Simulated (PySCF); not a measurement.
BeH5NSi, SMILES [Be]([NH2])[SiH3].

Geometry: TPSSh-D3(BJ)/def2-TZVP. One conformer was computed; it need not be the lowest.

All values below come from CAM-B3LYP/def2-TZVPD (PySCF).

The molecule is in vacuum.

The total energy is -362.02436 hartree. The highest occupied level comes out as -9.06 eV and the lowest empty level comes out as 0.11 eV. The orbital gap comes out as 9.18 eV and the dipole moment comes out as 2.12 D. The quadrupole, principal values (traceless, Buckingham form, about the centre of nuclear charge) comes out as -3.17, 0.23, 2.94 D·Å and the mean static polarisability is 58.4 bohr³ (8.66 Å³). The polarisability, principal values is 52.0, 52.7, 70.6 bohr³.
